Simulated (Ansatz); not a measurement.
A ladder of methods for CH5AlOSi (SMILES [CH2]1O[SiH2][AlH]1)

The species is CH5AlOSi (9 atoms), meant as a singlet with charge 0. SMILES: `[CH2]1O[SiH2][AlH]1`. The coordinates come from a PBE0-D4/def2-TZVP relaxation.

Quantity: the vertical energy of the triplet above the singlet, in eV. The values are calculated.

```json
{"level": "BLYP/def2-SVP", "kind": "GGA", "program": "Ansatz", "value (eV)": "3.09", "CPU time (all runs)": "16 s"}
{"level": "PBE0/def2-SVP", "kind": "global hybrid", "program": "Ansatz", "value (eV)": "3.08", "CPU time (all runs)": "18 s"}
{"level": "CAM-B3LYP/def2-SVP", "kind": "range-separated hybrid", "program": "Ansatz", "value (eV)": "?", "CPU time (all runs)": "21 s"}
{"level": "HSE06/def2-SVP", "kind": "range-separated hybrid", "program": "Ansatz", "value (eV)": "3.08", "CPU time (all runs)": "20 s"}
{"level": "wB97M-V/def2-SVP", "kind": "range-separated hybrid", "program": "Ansatz", "value (eV)": "?", "CPU time (all runs)": "2.1 min"}
{"level": "RPA@PBE/def2-SVP", "kind": "RPA", "program": "Ansatz", "value (eV)": "3.10", "CPU time (all runs)": "25 s"}
{"level": "MP2/def2-SVP", "kind": "perturbation theory", "program": "Ansatz", "value (eV)": "3.29", "CPU time (all runs)": "7.3 s"}
{"level": "CCSD(T)/def2-SVP", "kind": "coupled cluster or CI", "program": "Ansatz", "value (eV)": "3.25", "CPU time (all runs)": "67 s"}
```

Question: Estimate what the levels marked ? give.

Answer: As computed at these levels: CAM-B3LYP/def2-SVP: 3.30 eV; wB97M-V/def2-SVP: 3.46 eV. CCSD(T)/def2-SVP is the highest level here, not the true value. The values span 3.08 to 3.46 eV. CPU times are rough (shared hosts, several kinds of processor): they show what a rung costs within a factor of a few.
